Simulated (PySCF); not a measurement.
Field gradients from PBE0/pcSseg-1 densities (PySCF, non-relativistic) at PBE0-D3(BJ)/def2-SVP geometries, isolated species, one conformer each; χzz is the principal value of largest magnitude, with Q(14N) = 0.02044 b, Q(17O) = −0.0256 b, Q(35Cl) = −0.0817 b. These gradients aren't converged with respect to the basis.

(1) Rank these 14N sites by the size of the quadrupole coupling, smallest first.
A. The nitrogen bound to a carbonyl carbon of `NC(=O)[SiH2]F`
B. N6 (nitrile nitrogen) in `[CH2:1]=[N:2][C:3](=[CH2:4])[C:5]#[N:6]`
C. The nitrogen bonded to C of `N#CB(Cl)Cl`
D. The nitrogen bonded to 2 Si of `[SiH3][N-][SiH2]P`
E. The isocyanide nitrogen of `[C-]#[N+]S`
F. The silicon-bound nitrogen of `CN[SiH2]P`

(2) Rank these 17O sites by the size of the quadrupole coupling, smallest first.
A. The silyl ether oxygen of `CCO[Si]1(Cl)CC=CC1`
B. The silyl ether oxygen of `C=CC[C@@H]1[SiH2]OC[C@H]1Cl`
C. The carbonyl oxygen of `NC(=O)[SiH2]F`

(3) Rank these 35Cl sites by the size of the quadrupole coupling, smallest first.
A. The alkyl chlorine of `C=CC[C@@H]1[SiH2]OC[C@H]1Cl`
B. The chlorine bonded to B of `N#CB(Cl)Cl`
C. The silicon-bound chlorine of `CCO[Si]1(Cl)CC=CC1`

## Answers

(1) E (1.780 MHz), D (2.047 MHz), A (4.315 MHz), B (4.667 MHz), F (5.234 MHz), C (5.487 MHz).

(2) C (9.319 MHz), A (9.922 MHz), B (10.36 MHz).

(3) C (39.22 MHz), B (43.06 MHz), A (73.25 MHz).

All sites together:

| nucleus | site | Vzz (au) | η | χzz (MHz) |
| --- | --- | --- | --- | --- |
| 14N | the nitrogen bound to a carbonyl carbon of NC(=O)[SiH2]F | -0.898 | 0.04 | -4.315 |
| 14N | N6 (nitrile nitrogen) in [CH2:1]=[N:2][C:3](=[CH2:4])[C:5]#[N:6] | -0.972 | 0.09 | -4.667 |
| 14N | the nitrogen bonded to C of N#CB(Cl)Cl | -1.142 | 0.29 | -5.487 |
| 14N | the silicon-bound nitrogen of CN[SiH2]P | -1.090 | 0.33 | -5.234 |
| 14N | the nitrogen bonded to 2 Si of [SiH3][N-][SiH2]P | 0.426 | 0.33 | 2.047 |
| 14N | the isocyanide nitrogen of [C-]#[N+]S | 0.371 | 0.26 | 1.780 |
| 17O | the silyl ether oxygen of C=CC[C@@H]1[SiH2]OC[C@H]1Cl | 1.722 | 0.49 | -10.36 |
| 17O | the carbonyl oxygen of NC(=O)[SiH2]F | -1.549 | 0.04 | 9.319 |
| 17O | the silyl ether oxygen of CCO[Si]1(Cl)CC=CC1 | 1.649 | 0.45 | -9.922 |
| 35Cl | the silicon-bound chlorine of CCO[Si]1(Cl)CC=CC1 | 2.043 | 0.07 | -39.22 |
| 35Cl | the alkyl chlorine of C=CC[C@@H]1[SiH2]OC[C@H]1Cl | 3.816 | 0.03 | -73.25 |
| 35Cl | the chlorine bonded to B of N#CB(Cl)Cl | 2.243 | 0.70 | -43.06 |
